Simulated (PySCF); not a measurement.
This PySCF input asks for the NMR shieldings of `FC[SiH2][C@H](F)[SiH2][SiH3]`, C$_{2}$H$_{10}$F$_{2}$Si$_{3}$; the geometry comes from GFN2-xTB.

```python
import basis_set_exchange as bse
import numpy as np
from pyscf import gto, dft
from pyscf.prop import nmr

atoms = """
F     4.328820   -0.289055    0.043341
C     3.112378    0.352019    0.181519
Si    1.705728   -0.758642   -0.497924
C     0.082254    0.229082   -0.268436
F     0.024159    0.631240    1.079755
Si   -1.577193   -0.657897   -0.676235
Si   -3.332120    0.603317    0.150230
H     3.206293    1.300466   -0.355131
H     2.998217    0.570595    1.246429
H     1.659735   -1.992925    0.284652
H     1.907984   -1.003602   -1.926165
H     0.133440    1.170124   -0.828807
H    -1.466471   -2.004946   -0.102009
H    -1.522386   -0.832840   -2.134392
H    -3.760727    0.164936    1.480679
H    -3.004573    2.029231    0.249771
H    -4.502537    0.500927   -0.728846
"""
names = dict.fromkeys(["F", "C", "Si", "H"], "pcSseg-1")
basis = {el: gto.basis.parse(bse.get_basis(n, elements=[el], fmt="nwchem")) for el, n in names.items()}
mol = gto.M(atom=atoms, basis=basis, charge=0, verbose=0)
mf = dft.RKS(mol, xc="PBE0")
mf.grids.level = 2
mf.grids.alignment = dft.numint.BLKSIZE   # the property module wants whole blocks of grid points
mf.conv_tol = 1e-9
mf.kernel()

calc = nmr.RKS(mf)   # GIAO
C = mf.mo_coeff
Co = C[:, mf.mo_occ > 0]
resp = mf.gen_response(singlet=True, hermi=2)
def vind(x):   # induced exchange potential for any number of trial vectors
    d = np.einsum("pi,xij,qj->xpq", C, 2 * x.reshape(-1, C.shape[1], Co.shape[1]), Co, optimize=True)
    return np.einsum("xpq,pi,qj->xij", resp(d - d.transpose(0, 2, 1)), C, Co, optimize=True).ravel()
mo1, _ = nmr.rhf.solve_mo1(calc, with_cphf=vind)
sigma = calc.kernel(mo1)
for i, s in enumerate(sigma):   # ppm
    w = np.linalg.eigvalsh((s + s.T) / 2)
    print("%2d %-2s iso %8.1f  s11 %8.1f  s22 %8.1f  s33 %8.1f" % (i, mol.atom_pure_symbol(i), w.mean(), *w))
```

Task: What are the results?

Result: 
```
 0 F  iso    476.7  s11    432.5  s22    480.8  s33    516.9
 1 C  iso    109.6  s11     58.5  s22     83.1  s33    187.2
 2 Si iso    394.7  s11    360.4  s22    393.5  s33    430.3
 3 C  iso    104.7  s11     45.6  s22     77.4  s33    191.3
 4 F  iso    468.3  s11    423.5  s22    464.0  s33    517.3
 5 Si iso    423.7  s11    380.7  s22    420.0  s33    470.5
 6 Si iso    467.7  s11    452.5  s22    473.0  s33    477.6
 7 H  iso     26.6  s11     22.0  s22     27.1  s33     30.5
 8 H  iso     26.4  s11     21.6  s22     27.0  s33     30.5
 9 H  iso     27.2  s11     23.7  s22     26.7  s33     31.3
10 H  iso     27.4  s11     24.0  s22     26.3  s33     32.0
11 H  iso     26.6  s11     23.7  s22     26.5  s33     29.5
12 H  iso     27.6  s11     23.6  s22     26.9  s33     32.1
13 H  iso     27.8  s11     24.0  s22     26.5  s33     33.0
14 H  iso     28.0  s11     24.6  s22     25.9  s33     33.6
15 H  iso     28.1  s11     24.4  s22     26.7  s33     33.2
16 H  iso     28.2  s11     24.8  s22     25.6  s33     34.2
```

These numbers come from an equivalent density-fitted implementation of the same equations, which agrees with the script to about 0.01 ppm for H and up to a few tenths of a ppm for heavy atoms, so last digits may differ.

Task: Turn these shieldings into chemical shifts. References, each an isolated molecule treated in the same way: 19F (170.95 ppm) vs CFCl3; 13C (186.93 ppm), 29Si (349.16 ppm), 1H (31.72 ppm) vs TMS.

Result: Averaging equivalent atoms: F 4: -297.3; F 0: -305.8; C 3: 82.2; C 1: 77.3; Si 2: -45.6; Si 5: -74.6; Si 6: -118.5; H 8: 5.36; H 11: 5.16; H 7: 5.14; H 9: 4.50; H 10: 4.31; H 12: 4.17; H 13: 3.90; H 14/15/16: 3.61 ppm. Unscaled 19F shifts against computed CFCl3 carry errors that often reach 10 to 50 ppm.

Size and cost of the density-fitted run: 190 basis functions, 51 s wall time on 1 thread of an Arm Neoverse N1, shared host; peak memory 0.84 GiB.
